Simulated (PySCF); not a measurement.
## Electron correlation in Zr (zirconium, neutral)

[Kr] 4d2 5s2, high-spin 3F determinant. Computed with PySCF 2.14 in def2-TZVPPD with the def2 core potential (28 electrons), with a scalar-relativistic core potential. Frozen: 4s2 4p6; 4 electrons correlated.

MP2 pair energies summed by pair of shells (mhartree):

| pair | energy | share (%) |
| --- | --- | --- |
| 4d-5s | -21.84 | 48.9 |
| 5s-5s | -19.30 | 43.2 |
| 4d-4d | -3.56 | 8.0 |

Total MP2 correlation energy: -44.70 mhartree.

Same-spin part -11.17 and opposite-spin part -33.53 mhartree; SCS-MP2 scales them by 1/3 and 6/5 to -43.96 mhartree.
